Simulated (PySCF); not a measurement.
CH₅FN₂Si₂, SMILES F[Si@@H]1C=N[SiH2]N1.

The structure is a stationary point at PBE-D3(BJ)/def2-SVP. The structure was generated by enumeration; whether it is a known compound was not checked.

The numbers are results of PBE-D3(BJ)/def2-SVP run with PySCF 2.14.0, not measurements.

Frequencies are harmonic and unscaled.

| mode | ν (cm⁻¹) | IR (km/mol) | Raman (Å⁴/amu) | depolarisation | moving atoms (share of kinetic energy) |
|---|---|---|---|---|---|
| 1 | 103 | 1.0 | 1.3 | 0.75 | F 35 %, N 25 %, Si 19 %, H 15 % |
| 2 | 175 | 9.6 | 1.0 | 0.75 | F 39 %, N 26 %, Si 16 %, H 13 % |
| 3 | 264 | 3.8 | 3.8 | 0.75 | H 32 %, N 28 %, F 20 %, Si 13 % |
| 4 | 344 | 23.7 | 5.9 | 0.59 | H 26 %, N 25 %, Si 17 %, F 16 %, C 15 % |
| 5 | 374 | 58.9 | 1.0 | 0.53 | H 76 %, C 12 % |
| 6 | 436 | 9.2 | 8.2 | 0.40 | Si 60 %, N 25 %, H 11 % |
| 7 | 457 | 26.6 | 2.5 | 0.29 | Si 40 %, N 35 %, C 18 % |
| 8 | 588 | 9.3 | 17.5 | 0.62 | H 63 %, C 24 %, Si 9 % |
| 9 | 633 | 48.4 | 2.0 | 0.61 | H 58 %, N 18 %, Si 16 %, C 9 % |
| 10 | 664 | 19.0 | 13.2 | 0.74 | H 89 %, N 9 % |
| 11 | 680 | 15.9 | 7.1 | 0.62 | N 52 %, H 24 %, Si 21 % |
| 12 | 700 | 5.0 | 17.8 | 0.08 | N 40 %, H 22 %, C 21 %, Si 13 % |
| 13 | 767 | 8.9 | 15.1 | 0.63 | H 49 %, Si 19 %, C 19 %, N 12 % |
| 14 | 812 | 61.0 | 4.2 | 0.71 | H 41 %, F 23 %, N 18 %, Si 17 % |
| 15 | 838 | 13.2 | 5.4 | 0.74 | H 75 %, N 12 % |
| 16 | 847 | 79.7 | 4.1 | 0.75 | H 47 %, Si 20 %, F 17 %, N 9 % |
| 17 | 889 | 209.7 | 3.8 | 0.48 | H 54 %, Si 23 %, C 11 % |
| 18 | 909 | 230.4 | 9.6 | 0.63 | H 56 %, Si 26 %, N 12 % |
| 19 | 957 | 80.0 | 20.7 | 0.72 | H 84 %, Si 11 % |
| 20 | 1048 | 224.4 | 1.1 | 0.38 | H 55 %, N 37 % |
| 21 | 1286 | 6.5 | 7.5 | 0.56 | H 81 %, C 11 % |
| 22 | 1602 | 38.2 | 10.6 | 0.35 | C 53 %, N 46 % |
| 23 | 2174 | 115.4 | 147.5 | 0.75 | H 96 % |
| 24 | 2176 | 171.2 | 162.9 | 0.11 | H 98 % |
| 25 | 2187 | 104.6 | 304.8 | 0.16 | H 97 % |
| 26 | 2937 | 56.4 | 269.1 | 0.36 | H 92 % |
| 27 | 3558 | 55.5 | 123.3 | 0.29 | H 93 % |
